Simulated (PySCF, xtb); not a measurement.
C₂H₁₄N₂O₂Si₃, SMILES CN(C)[SiH2]O[SiH2]O[SiH2]N.

GFN2-xTB run with xtb at its own geometry gives an orbital gap of 4.78 eV and a dipole moment of 1.96 D.

Geometry optimised at PBE0-D3(BJ)/def2-SVP. This is a generated structure with no PubChem entry under its InChIKey; it may be hypothetical. Other conformers were not sampled.

Q: What does PySCF with M06-2X/def2-SVP give? (The exact figures need the calculation; the answer reports its results.)

A: gap 9.69 eV (levels -7.77 and 1.91 eV), dipole 1.47 D.
